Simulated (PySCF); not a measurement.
**Partial charges of `CO[B-](OC)(OC)OC`**

C4H12BO4 (charge -1).
Structure used (PBE0-D3(BJ)/def2-SVP), in Å, numbered top down from 1:
```
atom  x, y, z in Å
C1    -0.763   -1.942   -1.218
O2    -0.712   -0.570   -1.158
B3    -0.006   -0.002   -0.005
O4    -0.089    1.459   -0.091
C5    -1.354    1.991   -0.146
O6    -0.633   -0.518    1.216
C7    -0.071   -0.106    2.400
O8     1.410   -0.381    0.012
C9     2.165    0.062   -1.047
H10   -1.300   -2.264   -2.134
H11   -1.285   -2.392   -0.347
H12    0.246   -2.411   -1.248
H13   -1.301    3.099   -0.200
H14   -1.970    1.736    0.746
H15   -1.932    1.641   -1.028
H16    0.994   -0.405    2.499
H17   -0.093    1.000    2.527
H18   -0.622   -0.544    3.257
H19    1.797   -0.313   -2.028
H20    2.186    1.169   -1.129
H21    3.214   -0.285   -0.939
```

Density: PBE0/pcSseg-1 (PySCF); schemes: Mulliken, IAO, Hirshfeld and ESP-fitted. One conformer (not necessarily the lowest) at the PBE0-D3(BJ)/def2-SVP geometry, without solvent, vibrations or thermal averaging. The pcSseg-1 basis has no diffuse functions, a weakness for an anion.

Q: Atoms with like bonding are taken together and averaged. For which atoms does the sign change between the 4 schemes (beyond +0.03 e in one, beyond −0.03 e in another)?

A: For none.

Q: At which atom do the 4 schemes differ most?

A: At B3: from +0.186 (Hirshfeld) to +0.718 e (Mulliken), 0.532 e apart.

Q: Give the atomic charges in each scheme.

A: In e; atoms taken as equivalent share a row and are averaged (×n: the atom named and its like, n in all):

```
       atom            environment  Mulliken     IAO  Hirshfeld  ESP-fitted
C1/C5/C7/C9         methoxy carbon    +0.011  -0.163     -0.068      -0.019
O2/O4/O6/O8     boron-bound oxygen    -0.588  -0.507     -0.241      -0.434
         B3  four-coordinate boron    +0.718  +0.558     +0.186      +0.630
  H10 (×12)        methyl hydrogen    +0.049  +0.093     +0.004      +0.015
```

Mean size of the charges over all atoms: IAO 0.208 e, Mulliken 0.177 e, ESP-fitted 0.125 e, Hirshfeld 0.070 e. Each set sums to the total charge, -1, to within 0.001 e. The Hirshfeld scheme divides the density at each point in proportion to the densities of the neutral, spherically averaged free atoms. The ESP scheme is a least-squares fit of atom-centred charges to the potential on four shells outside the van der Waals surface, with the total charge fixed.

Some averages cover members that differ in this geometry: C1/C5/C7/C9, ESP-fitted -0.040 to -0.008 e.

Q: Sum the charges by element, for elements with more than one atom.

A: 
```
element  atoms  Mulliken     IAO  Hirshfeld  ESP-fitted
      C      4    +0.043  -0.651     -0.270      -0.076
      O      4    -2.354  -2.028     -0.965      -1.736
      H     12    +0.593  +1.120     +0.050      +0.182
```

Q: How many electrons does the ESP-fitted scheme count on B3?

A: Z − q = 5 − (+0.630) = 4.370.
